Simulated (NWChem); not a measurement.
BSiH3F2; SMILES FB(F)[SiH3]

```xyz
7

B     -0.0065     0.5773     0.0035
F     -1.1148     1.2919    -0.0029
F      1.1259     1.2552    -0.0032
Si    -0.0100    -1.4581     0.0045
H      0.8984    -1.9645     1.0784
H      0.5057    -1.9462    -1.3126
H     -1.3857    -1.9962     0.2200
```
Atoms are numbered in this order, from 1.

Structure relaxed at the PBE0/def2-SVP level. B3LYP is NWChem's, with the RPA form of VWN correlation.

Task: Give the principal values of the shielding tensors (ppm) of B1, F2, F3, Si4 from B3LYP/6-31G* (spherical d), GIAO (NWChem), with their diamagnetic and paramagnetic parts as GIAO splits them.

Result: 
| atom | σ11 | σ22 | σ33 | isotropic | diamagnetic | paramagnetic |
|---|---|---|---|---|---|---|
| B1 | 57.8 | 91.4 | 95.2 | 81.5 | 197.1 | -115.6 |
| F2 | -7.4 | 277.6 | 342.3 | 204.2 | 469.9 | -265.8 |
| F3 | -4.2 | 277.3 | 345.8 | 206.3 | 469.6 | -263.3 |
| Si4 | 482.8 | 489.4 | 518.3 | 496.9 | 883.5 | -386.6 |
